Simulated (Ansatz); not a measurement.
One change: `CCB(S)Cl` becomes `FB(S)Cl`.

Ansatz, PBE0-D4/def2-TZVP geometries, multiplicity 1. Each molecule was computed in one conformer, which needn't be the lowest.

```json
{"property": "HOMO energy (PBE0/def2-TZVPP) / eV", "`CCB(S)Cl`": "-8.03"}
{"property": "HOMO–LUMO gap (PBE0/def2-TZVPP) / eV", "`CCB(S)Cl`": "7.17"}
{"property": "HOMO–LUMO gap (B3LYP/def2-TZVPP) / eV", "`CCB(S)Cl`": "6.73"}
{"property": "HOMO–LUMO gap (PBE/def2-TZVPP) / eV", "`CCB(S)Cl`": "5.03"}
{"property": "HOMO–LUMO gap (ωB97M-V/def2-TZVPP) / eV", "`CCB(S)Cl`": "11.36"}
{"property": "ideal-gas entropy at 298 K and 1 bar (rigid rotor, harmonic PBE0-D4/def2-TZVP) / J/(mol·K)", "`CCB(S)Cl`": "357"}
```

Question: What does the change do to each property? (Estimate.)

Answer: The calculation gave: 
```tsv
property	`FB(S)Cl`	shift
HOMO energy (PBE0/def2-TZVPP) / eV	-8.39	-0.36
HOMO–LUMO gap (PBE0/def2-TZVPP) / eV	7.73	0.56
HOMO–LUMO gap (B3LYP/def2-TZVPP) / eV	7.27	0.54
HOMO–LUMO gap (PBE/def2-TZVPP) / eV	5.52	0.49
HOMO–LUMO gap (ωB97M-V/def2-TZVPP) / eV	12.03	0.67
ideal-gas entropy at 298 K and 1 bar (rigid rotor, harmonic PBE0-D4/def2-TZVP) / J/(mol·K)	300	-57
```

With PBE0 the HOMO falls by 0.36 eV and the LUMO rises by 0.22 eV, so the gap widens by about 0.58 eV. PBE moves the HOMO by -0.31 eV and ωB97M-V by -0.35 eV. The zero-point energy changes by -165.3 kJ/mol with -18 modes. Modes under 60 cm⁻¹, often nearly free rotors, make the harmonic entropy too high.

B3LYP here is the variant with VWN-RPA as its local correlation; programs differ in this.
